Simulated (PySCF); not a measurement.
## Dipole moment and polarisability of `COC(=O)c1ccc(C)cc1`

Species: C9H10O2.
Cartesian coordinates in Å at the PBE0-D3(BJ)/def2-SVP level; atoms count from 1:
```
atom  x, y, z in Å
C1     4.059    0.191    0.844
O2     2.648    0.296    0.841
C3     2.020   -0.338   -0.158
O4     2.605   -0.964   -1.007
C5     0.546   -0.181   -0.093
C6    -0.228   -0.828   -1.061
C7    -1.612   -0.711   -1.042
C8    -2.258    0.056   -0.062
C9    -3.750    0.210   -0.067
C10   -1.472    0.696    0.904
C11   -0.086    0.582    0.894
H12    4.488    0.627   -0.070
H13    4.374   -0.862    0.902
H14    4.408    0.741    1.726
H15    0.282   -1.423   -1.822
H16   -2.209   -1.225   -1.801
H17   -4.246   -0.672   -0.495
H18   -4.143    0.370    0.947
H19   -4.049    1.081   -0.675
H20   -1.958    1.293    1.681
H21    0.518    1.082    1.652
```

Level: wB97X-D/def2-SVPD (PySCF), static field, nuclei fixed, core orbitals frozen in the response. The polarisability tensor in these axes (au):

```
x   160.88  -4.64   4.50
y    -4.64  85.21  19.91
z     4.50  19.91  98.68
```

Q: Give the principal values, the mean and the anisotropy Δα = √{½[(α1 − α2)² + (α2 − α3)² + (α1 − α3)²]}.

A: Principal values 70.47, 112.94 and 161.35 au; mean 114.92 au = 17.03 Å³ = 18.95 × 10⁻⁴⁰ C²·m²/J; Δα = 78.76 au (69 % of the mean).

Q: What is the dipole moment, and where does it point?

A: (-1.44, 1.17, 1.46) D, 2.36 D in size, pointing from the negative to the positive side. Measured along this direction, the outermost atoms are O4 at the negative end and H18 at the positive end.

Q: Sum over states: ᾱ = Σ f/ω², ω in Eh. What share falls to these 10 lowest TDDFT singlets (eV, f)? 5.13, 0.0079; 5.33, 0.0009; 5.50, 0.3301; 6.52, 0.2298; 6.79, 0.7169; 7.18, 0.0001; 7.24, 0.1201; 7.43, 0.0000; 7.44, 0.0000; 7.63, 0.0003.

A: They add up to 25.53 au, 22.2 % of the 114.92 au; the largest single term is 11.51 au, from the state at 6.79 eV. Terms in order: 0.22, 0.02, 8.07, 4.00, 11.51, 0.00, 1.69, 0.00, 0.00, 0.00 au. Higher excitations give the rest. The strengths listed sum to 1.406.

Q: Along which axes do the principal values lie, and how far do the nuclei extend along each?

A: Largest value along (1.00, -0.05, 0.06), where the nuclei span 8.69 Å; middle along (-0.02, 0.59, 0.81), 4.47 Å; least along (0.07, 0.81, -0.58), 1.90 Å. The response follows the extents in order.

Q: What would n − 1 = 2πNα be for an ideal gas of these molecules at 500 K and 1 atm, electronic part alone?

A: N = p/kT = 1.4678 × 10¹⁹ cm⁻³, so n − 1 = 2π × N × 17.03 × 10⁻²⁴ cm³ = 1571 × 10⁻⁶ at long wavelengths, for an ideal gas.

Geometry: PBE0-D3(BJ)/def2-SVP, one conformer, isolated molecule.

Note: wB97X-D ran without an empirical dispersion term, which enters the total energy and its gradient alone.
